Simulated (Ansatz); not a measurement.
Question: Name a neutral molecule of C, Cd, N and H with LUMO energy (PBE/def2-TZVPP) between -1.20 and -0.90 eV and LUMO energy (B3LYP/def2-TZVPP) between -0.60 and -0.30 eV (Ansatz, PBE0-D4/def2-TZVP geometry).

Answer: `C[CH](C)[Cd][NH2]` (-0.97 eV, -0.50 eV); `[CH3][Cd][NH2]` (-0.94 eV, -0.49 eV); `C[CH2][Cd][NH2]` (-0.95 eV, -0.49 eV). Other molecules can fit too; these were computed, each in one conformer that needn't be the lowest.

B3LYP here is the variant with VWN-RPA as its local correlation; programs differ in this.
